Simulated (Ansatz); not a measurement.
`[OH][GaH][SiH2]F` + H₂ → `[OH][GaH2]` + `F[SiH3]` at 500 K and 1 bar (hydrogenolysis of a Ga–Si bond).

Gas-phase electronic energies from Ansatz, PBE0-D4/def2-TZVP geometries. CCSD(T)/CBS adds triple-zeta CCSD(T) − MP2 to the extrapolated MP2 energy (def2 sets, frozen cores). This one scheme is used for every species. For Ga outer-core shells are correlated without core-valence functions, which leaves a few kJ/mol of doubt a bond. Scalar relativity is left out up to krypton. One conformer a species, not always the lowest.

| species | CCSD(T)/CBS energy (Eh) | H − E (kJ/mol) | S (J/(mol·K)) |
| --- | --- | --- | --- |
| `[OH][GaH][SiH2]F` | -2390.47364 | 150.5 | 411.9 |
| H₂ | -1.17544 | 41.0 | 145.5 |
| `[OH][GaH2]` | -2000.92981 | 96.0 | 296.8 |
| `F[SiH3]` | -390.72345 | 94.1 | 267.5 |

H − E and S are ideal-gas, rigid-rotor, harmonic terms from PBE0-D4/def2-TZVP, for one conformer and one mirror image of each species. For small species the MP2-based limit differs from directly extrapolated CCSD(T) by up to some mEh (0.8 for H₂); such offsets cancel only in part. 1 Eh = 2625.50 kJ/mol, R = 8.31446 J/(mol·K).

By hand: ΔE, ΔH, ΔS and ΔG.

ΔE = (-2000.92981) + (-390.72345) − (-2390.47364) − (-1.17544) = -0.00418 Eh = -11.0 kJ/mol. Δ(H − E) = 96.0 + 94.1 − 150.5 − 41.0 = -1.4, so ΔH = -12.4 kJ/mol. ΔS = 296.8 + 267.5 − 411.9 − 145.5 = 6.9 J/(mol·K). ΔG = -12.4 − 500 × (6.9)/1000 = -15.9 kJ/mol.

By hand: the equilibrium constant, and the temperature at which ΔG would vanish if ΔH and ΔS stayed fixed.

log₁₀ K = −ΔG/(RT ln 10) = 1.7. ΔH and −TΔS have one sign here, so there is no such temperature.

The number of gas molecules stays the same, so ΔS is small and ΔH decides. A doubt of 5 kJ/mol in ΔE shifts log₁₀ K by 0.5 here. Other conformers and mirror images would add mixing entropy, several J/(mol·K) or more a flexible species. Modes under 60 cm⁻¹, often nearly free rotors, make the harmonic entropy too high. These are equilibria of isolated gas molecules and say nothing of rates. Largest T1 diagnostic: 0.015 (customary marks: 0.02 for closed shells, 0.045 for open ones).

ΔS is within the doubt of such terms, so its sign, and with it that verdict, could turn.
